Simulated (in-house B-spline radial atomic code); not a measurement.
# Al⁺: [Ne] 3s2

All numbers are computed (Dirac-Kohn-Sham CAM-B3LYP, spherical fractional occupations, exact exchange averaged over the configuration; Fermi nucleus of rms radius 3.061 fm) with a radial B-spline atomic code at the basis-set limit, not measured.

Screening seen three ways: the hydrogenic charge with the same mean radius, Z_r = [3n² - l(l+1)]/(2<r>), the one with the same energy, Z_e = n√(-2ε), and Slater's rules. Values are occupation-weighted means over j.

```csv
shell,electrons,ε (eV),<r> (bohr),Z_r,Z_e,Slater
1s,2,-1539.1,0.1201,12.49,10.64,12.70
2s,2,-123.84,0.6247,9.60,6.03,8.85
2p,6,-83.919,0.6026,8.30,4.97,8.85
3s,2,-17.103,2.376,5.68,3.36,3.85
```

The least bound orbital is 3s1/2 at -17.1 eV, and it is also the most diffuse (<r> = 2.376 bohr).

Spin-orbit splittings of the orbital energies (j = l + 1/2 above j = l - 1/2 when positive): 2p 0.4506 eV.

For the 1s electron the small component carries 0.211 % of the norm, the zero-frequency Breit interaction raises the level by 0.8829 eV, self-energy by 0.3691 eV, and vacuum polarisation lowers it by 0.02215 eV.
